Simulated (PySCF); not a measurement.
# MH₄ across group 5

Level: PBE0, basis family def2-TZVP, scalar-relativistic core potentials from Rb on and no relativity for lighter atoms.

Each entry is the lowest minimum that a search over a few typed start shapes (and spin states, where more than one is plausible) found, or that minimum re-optimised at the stated level; isomers with ligand–ligand bonds, or fragments after loss of a ligand pair, can lie lower. Open shells are unrestricted; no spin–orbit coupling; PySCF with density fitting.

```csv
molecule,2S+1,point group,mean bond to the central atom (Å),lowest ω (cm⁻¹),polar-tensor charge of the central atom,highest ω (cm⁻¹),distinct angles (°)
VH₄,2,D2d,1.635,163,1.30,1846,103/113
NbH₄,2,D2d,1.758,415,1.46,1868,106/111
TaH₄,?,?,?,?,?,?,?
```

(1) Fill in the row of TaH₄.

Answers

(1) 2S+1: 2; point group: D2d; mean bond to the central atom (Å): 1.771; lowest ω (cm⁻¹): 488; polar-tensor charge of the central atom: 1.37; highest ω (cm⁻¹): 1908; distinct angles (°): 106/111.

The bond lengthens at every step; the largest change, 0.123 Å, falls between VH₄ and NbH₄ among the members listed.

The 4d and 5d members differ by only 0.013 Å, the mark of the lanthanide contraction and relativistic shrinkage of 6s.

Spin–orbit coupling can matter for TaH₄.

Left out of the table are members whose search was unfinished or whose lowest solution was spin-contaminated, unstable, very soft or bonded differently.
